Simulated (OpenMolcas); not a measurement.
## V4+: moving the ligands

V4+ with 6 ligands (bromide) in octahedral coordination (Oh) at 2.49 Å. A charge of +0.333 e stands 2.8 Å behind each ligand. Ligand basis ANO-RCC-VDZP.

* Program: OpenMolcas
* Method: CASSCF
* Basis: ANO-RCC-VDZP [5s4p2d1f]
* Scalar Hamiltonian: DKH2, point nucleus
* Active space: 1 electron in 5 orbitals (3d)
* State averaging: 2S+1 = 2 even, 5 roots
* Spin-orbit coupling: RASSI with atomic mean-field integrals over the reference wave functions

Runs around this geometry, states (labels of O, the rotations of Oh). Energies in cm-1 above the lowest state or level, χT in cm3 K/mol; under a threefold ground state the first gap can be a small split of the lowest multiplet, not the spin-orbit step; 10Dq is the gap between the two states.

```
R (Å)  Ground state  First state of that spin   10Dq  First gap with spin-orbit (degeneracies)  χT at 300 K
 2.36           2T2                  2E 18332  18332                              412.7 (4, 2)        0.326
 2.49           2T2                  2E 14924  14924                              396.0 (4, 2)        0.337
 2.64           2T2                  2E 12121  12121                              377.3 (4, 2)        0.350
```

Taking |10Dq| as R^-n, n = -ln(12121 / 18332) / ln(2.64 / 2.36) = 3.7 between the shortest and longest distance. The point-charge formula for a cubic d site gives n = 5.

An orbital triplet at a regular site is open to Jahn-Teller coupling, which can distort the site and quench the lowest spin-orbit gaps and is left out. Ligand-to-metal charge-transfer states are missing. This ion would oxidise such ligands; the complex is a model and need not exist. With metal d orbitals alone and no dynamic correlation the field as a rule comes out too small, by tens of per cent, by up to half for chloride and softer ligands. The least metal-like active orbital is 70 % on the metal (Löwdin) and no ligand orbital is active, so the numbers are rough (holds for R = 2.36). The least metal-like active orbital is 72 % on the metal (Löwdin) and no ligand orbital is active, so the numbers are rough (holds for R = 2.49; R = 2.64). No measured value stands beside these numbers; the geometry was imposed, not optimised, and the real ion may take another.
